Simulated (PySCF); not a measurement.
PySCF input for C2H9ClOSi2, SMILES CO[Si@H](Cl)[SiH2]C, PBE-D3(BJ)/def2-SVP. Geometry optimised at PBE-D3(BJ)/def2-SVP. The structure was generated by enumeration; whether it is a known compound was not checked. The values are those of a single conformer.

```python
import numpy as np
from pyscf import gto, scf, dft, df
from pyscf.hessian import thermo

mol = gto.M(
    atom='''
    C     2.97771950   -0.17943208   -0.80850537
    O     1.76213807   -0.72443205   -0.31813953
    Si    0.26892988   -0.00935584   -0.55758611
    Cl    0.21221719    1.87738934    0.38185150
    Si   -1.36635810   -1.31841950    0.49276314
    C    -2.98201389   -0.33316689    0.55314897
    H     3.20898877    0.79644930   -0.32673271
    H     3.79791491   -0.88842222   -0.57714816
    H     2.94973446   -0.02472605   -1.91180340
    H     0.06727832    0.27759658   -2.02535961
    H    -0.86465374   -1.61812362    1.88053325
    H    -1.54215669   -2.62136172   -0.24417162
    H    -3.37788737   -0.15847794   -0.46727170
    H    -3.75428939   -0.87087688    1.13851404
    H    -2.79996477    0.65222862    1.02674038
    ''',
    basis='def2-SVP',
    charge=0,
    spin=0,
    max_memory=1600,
    verbose=3,
)
mf = dft.RKS(mol, xc='pbe').density_fit(auxbasis='def2-universal-jkfit')
mf.disp = 'd3bj'
mf.grids.level = 3
mf.conv_tol = 1e-11
mf.max_cycle = 100
mf.kernel()

# [left out here: the lines that compute and print the analytic Hessian (its translational invariance restored by hand, since the grid's response is missing), thermochemistry and intensities]
```

Output:

```
[...]
       6   H                 0.18  0.00  0.05    0.48  0.19 -0.34   -0.29  0.09 -0.10
       7   H                -0.17 -0.13  0.13   -0.12 -0.18 -0.22    0.45  0.25 -0.24
       8   H                 0.27  0.02 -0.09   -0.39 -0.36  0.05   -0.37  0.10  0.07
       9   H                 0.02 -0.03  0.00    0.00 -0.01 -0.01    0.02 -0.02 -0.00
      10   H                 0.01  0.01  0.00    0.00 -0.00 -0.00    0.01  0.00 -0.00
      11   H                 0.01  0.01 -0.02    0.00  0.00 -0.00    0.00  0.00 -0.00
      12   H                -0.01 -0.00  0.00    0.00  0.00 -0.00   -0.00 -0.00  0.00
      13   H                 0.01 -0.01 -0.00    0.00 -0.00  0.00    0.00 -0.00 -0.00
      14   H                -0.01  0.00  0.01   -0.00  0.00  0.00   -0.00  0.00  0.00
Mode                                24                  25                  26
Irrep
Freq [cm^-1]                     1214.1012           1383.7456           1387.6195
Reduced mass [au]                   1.2317              1.0470              1.0495
Force const [Dyne/A]                1.0697              1.1812              1.1906
Char temp [K]                    1746.8213           1990.9018           1996.4756
Normal mode                   x     y     z       x     y     z       x     y     z
       0   C                -0.00 -0.00  0.00    0.00  0.00  0.00   -0.00 -0.00 -0.00
       1   O                 0.00  0.00 -0.00   -0.00  0.00  0.00   -0.00 -0.00  0.00
       2  Si                 0.00 -0.00 -0.00    0.00 -0.00 -0.00    0.00  0.00 -0.00
       3  Cl                -0.00  0.00  0.00   -0.00  0.00  0.00    0.00 -0.00  0.00
       4  Si                -0.01  0.00  0.00   -0.00 -0.00 -0.00   -0.00 -0.00  0.00
       5   C                 0.11 -0.07 -0.01   -0.02 -0.03 -0.04   -0.02 -0.04  0.04
       6   H                -0.00 -0.00  0.00   -0.01  0.00 -0.00    0.01 -0.00 -0.00
       7   H                -0.00 -0.00  0.00   -0.00 -0.00 -0.00    0.01  0.01  0.00
       8   H                -0.00 -0.00  0.00   -0.00 -0.00 -0.00    0.00  0.00 -0.00
       9   H                -0.00  0.01  0.00   -0.00  0.00 -0.00   -0.00 -0.00 -0.00
      10   H                 0.01 -0.01 -0.01   -0.01  0.01  0.00    0.02  0.01 -0.00
      11   H                 0.02  0.00  0.01    0.02 -0.01  0.00    0.01  0.01 -0.01
      12   H                -0.39  0.25  0.22    0.44  0.23 -0.17    0.13  0.58  0.08
      13   H                -0.30  0.40 -0.09    0.26  0.27  0.59    0.16 -0.32 -0.01
      14   H                -0.52  0.09 -0.07   -0.38 -0.06  0.18    0.00  0.28 -0.62
Mode                                27                  28                  29
Irrep
Freq [cm^-1]                     1417.1015           1419.1173           1423.5024
Reduced mass [au]                   1.0917              1.0765              1.0416
Force const [Dyne/A]                1.2917              1.2773              1.2435
Char temp [K]                    2038.8936           2041.7939           2048.1030
Normal mode                   x     y     z       x     y     z       x     y     z
       0   C                -0.06 -0.05  0.00    0.06 -0.01 -0.04    0.01 -0.03  0.04
       1   O                -0.03 -0.01  0.00    0.03 -0.01 -0.01    0.00 -0.01  0.01
       2  Si                 0.01 -0.00 -0.00   -0.00  0.00 -0.00    0.00  0.00 -0.00
       3  Cl                 0.00  0.00  0.00    0.00 -0.00 -0.00   -0.00 -0.00  0.00
       4  Si                 0.00  0.00 -0.00   -0.00 -0.00  0.00    0.00 -0.00 -0.00
       5   C                -0.00 -0.00 -0.00    0.00  0.00  0.00   -0.00 -0.00  0.00
       6   H                 0.59 -0.01 -0.33   -0.07  0.04 -0.05   -0.28  0.33 -0.53
       7   H                 0.25  0.38  0.23   -0.28 -0.16  0.60   -0.22 -0.35 -0.21
       8   H                 0.12  0.42  0.06   -0.59  0.32  0.04    0.30  0.42  0.07
       9   H                -0.01  0.01  0.01   -0.00 -0.00 -0.01   -0.00 -0.00  0.00
      10   H                -0.00  0.00  0.00   -0.00 -0.00 -0.00   -0.00  0.00  0.00
      11   H                -0.00  0.00  0.00    0.00  0.00 -0.00   -0.00 -0.00  0.00
      12   H                 0.00 -0.00 -0.00   -0.00  0.00  0.00   -0.00  0.00  0.00
      13   H                -0.00  0.01  0.00    0.00 -0.00 -0.00   -0.00 -0.00 -0.00
      14   H                -0.00 -0.00  0.01    0.00  0.00 -0.00    0.00  0.00 -0.00
Mode                                30                  31                  32
Irrep
Freq [cm^-1]                     2125.5641           2148.2957           2160.6561
Reduced mass [au]                   1.0419              1.0330              1.0484
Force const [Dyne/A]                2.7734              2.8088              2.8838
Char temp [K]                    3058.2134           3090.9192           3108.7030
Normal mode                   x     y     z       x     y     z       x     y     z
       0   C                 0.00  0.00 -0.00    0.00  0.00 -0.00   -0.00  0.00 -0.00
       1   O                -0.00  0.00 -0.00   -0.00  0.00  0.00   -0.00 -0.00 -0.00
       2  Si                -0.00  0.01 -0.03    0.00  0.00 -0.00    0.00 -0.00  0.00
       3  Cl                 0.00 -0.00 -0.00   -0.00 -0.00  0.00   -0.00 -0.00 -0.00
       4  Si                -0.00  0.00  0.00    0.00 -0.03 -0.00    0.01  0.01  0.04
       5   C                 0.00  0.00 -0.00   -0.00  0.00  0.00   -0.00  0.00  0.00
       6   H                -0.00  0.00  0.00   -0.00  0.00  0.00   -0.00 -0.00  0.00
       7   H                -0.00 -0.00  0.00   -0.00 -0.00  0.00   -0.00  0.00 -0.00
       8   H                -0.01 -0.00 -0.00   -0.00 -0.00 -0.00    0.00  0.00  0.00
       9   H                 0.13 -0.19  0.94    0.01 -0.03  0.13   -0.01  0.01 -0.06
      10   H                 0.00  0.01 -0.01   -0.14  0.07 -0.37   -0.30  0.18 -0.82
      11   H                -0.01 -0.13 -0.08    0.10  0.76  0.44   -0.04 -0.34 -0.18
      12   H                 0.00  0.00 -0.00    0.00 -0.00 -0.00    0.01 -0.00  0.00
      13   H                 0.00 -0.00  0.00   -0.00 -0.00  0.00   -0.00 -0.00  0.00
      14   H                -0.00  0.00  0.00    0.01 -0.00 -0.00    0.00  0.00  0.00
Mode                                33                  34                  35
Irrep
Freq [cm^-1]                     2926.0214           2980.5434           3004.2511
Reduced mass [au]                   1.0351              1.0344              1.1046
Force const [Dyne/A]                5.2213              5.4141              5.8739
Char temp [K]                    4209.8933           4288.3384           4322.4484
Normal mode                   x     y     z       x     y     z       x     y     z
       0   C                -0.03 -0.03  0.03    0.00  0.00 -0.00   -0.02 -0.04 -0.08
       1   O                -0.00 -0.00  0.00   -0.00 -0.00  0.00   -0.00  0.00  0.00
       2  Si                 0.00 -0.00  0.00    0.00  0.00 -0.00    0.00 -0.00  0.00
       3  Cl                -0.00  0.00  0.00    0.00  0.00  0.00   -0.00  0.00  0.00
       4  Si                 0.00  0.00 -0.00    0.00 -0.00 -0.00    0.00 -0.00 -0.00
       5   C                -0.00 -0.00  0.00   -0.04  0.03  0.00    0.00 -0.00  0.00
       6   H                 0.11  0.48  0.25   -0.00 -0.00 -0.00    0.13  0.64  0.31
       7   H                 0.27 -0.24  0.08   -0.00  0.00 -0.00    0.09 -0.09  0.01
       8   H                -0.03  0.09 -0.72    0.00 -0.00  0.00    0.03 -0.09  0.59
       9   H                -0.00  0.00 -0.00    0.00 -0.00  0.00    0.00 -0.00  0.00
      10   H                -0.00 -0.00  0.00    0.00  0.00  0.00   -0.00 -0.00  0.00
      11   H                -0.00 -0.00  0.00   -0.00 -0.00 -0.00   -0.00  0.00  0.00
      12   H                 0.00 -0.00  0.00    0.19 -0.08  0.53   -0.00  0.00 -0.00
      13   H                 0.00  0.00 -0.00    0.38  0.29 -0.30   -0.00 -0.00  0.00
      14   H                -0.00 -0.00 -0.00   -0.11 -0.50 -0.24    0.00  0.00  0.00
Mode                                36                  37                  38
Irrep
Freq [cm^-1]                     3052.2054           3083.6099           3086.5361
Reduced mass [au]                   1.1035              1.1028              1.1034
Force const [Dyne/A]                6.0570              6.1781              6.1931
Char temp [K]                    4391.4440           4436.6281           4440.8383
Normal mode                   x     y     z       x     y     z       x     y     z
       0   C                -0.05  0.07 -0.02    0.00 -0.00  0.00   -0.00  0.00  0.00
       1   O                -0.00 -0.00  0.00   -0.00 -0.00  0.00   -0.00 -0.00  0.00
       2  Si                 0.00  0.00 -0.00   -0.00  0.00 -0.00   -0.00  0.00  0.00
       3  Cl                -0.00 -0.00  0.00   -0.00 -0.00  0.00    0.00 -0.00 -0.00
       4  Si                 0.00  0.00 -0.00   -0.00 -0.00 -0.00    0.00  0.00  0.00
       5   C                -0.00 -0.00 -0.00   -0.00  0.00 -0.09    0.05  0.07  0.00
       6   H                -0.07 -0.26 -0.15    0.00  0.00  0.00   -0.00 -0.00 -0.00
       7   H                 0.64 -0.57  0.19   -0.00  0.00 -0.00    0.00 -0.00  0.00
       8   H                 0.00 -0.01  0.19   -0.00  0.00 -0.00   -0.00  0.00  0.00
       9   H                -0.00 -0.00 -0.00   -0.00 -0.00  0.00    0.00 -0.00  0.00
      10   H                -0.00 -0.00  0.00    0.00 -0.00  0.00   -0.00 -0.00 -0.00
      11   H                -0.00 -0.00  0.00   -0.00  0.00  0.00    0.00 -0.00 -0.00
      12   H                 0.00 -0.00  0.00    0.28 -0.12  0.71   -0.02  0.02 -0.07
      13   H                -0.00  0.00 -0.00   -0.32 -0.22  0.23   -0.44 -0.30  0.34
      14   H                 0.00  0.00  0.00    0.05  0.29  0.12   -0.11 -0.63 -0.31
temperature 298.1500 [K]
pressure 101325.00 [Pa]
Rotational constants [GHz] 2.43088 1.13021 0.82558
Symmetry number 1
Zero-point energy (ZPE) 0.10404 [Eh]   273152.826 [J/mol]
                           tot       elec      trans        rot        vib
Entropy [J/mol/K]       432.236      0.000    170.440    122.757    139.039
Cv [J/mol/K]            147.121      0.000     12.472     12.472    122.177
Cp [J/mol/K]            155.435      0.000     20.786     12.472    122.177
Internal energy [J/mol]                      3718.434   3718.434 293673.556
Internal energy [Eh]   -1194.88544  -1195.00012
Enthalpy [J/mol]                             6197.391   3718.434 293673.556
Enthalpy [Eh]          -1194.88449
Gibbs free energy [J/mol]                  -44619.238 -32881.697 252219.132
Gibbs free energy [Eh] -1194.93358
mode   freq/cm-1   IR/(km/mol)
   1       39.78         0.724
   2       73.83         0.718
   3       76.31         2.029
   4      100.05         0.490
   5      115.44         3.330
   6      160.19         1.892
   7      182.99         1.228
   8      230.33         7.050
   9      277.74         7.790
  10      396.42        15.954
  11      450.41         0.754
  12      518.54        63.681
  13      586.75        10.699
  14      644.51        53.841
  15      683.63        63.705
  16      744.01        77.179
  17      760.62       131.116
  18      805.94       160.746
  19      854.35        58.480
  20      858.77        45.002
  21      896.48        68.190
  22     1104.57       246.137
  23     1131.67         1.580
  24     1161.39        70.295
  25     1214.10        11.256
  26     1383.75         6.753
  27     1387.62         2.797
  28     1417.10         6.886
  29     1419.12         3.503
  30     1423.50         9.613
  31     2125.56       114.930
  32     2148.30        80.469
  33     2160.66        92.492
  34     2926.02        73.221
  35     2980.54         2.821
  36     3004.25        28.960
  37     3052.21        22.102
  38     3083.61         1.307
  39     3086.54         0.528
max |gradient| / (hartree/bohr): 6.0073747806909893e-05
APT charges: [ 0.549  -1.0026  1.3729 -0.5573  0.7815 -0.3294 -0.0346 -0.0339 -0.0503
 -0.299  -0.2345 -0.2495  0.0267  0.0175  0.0438]
```

The calculation finished and met its thresholds.
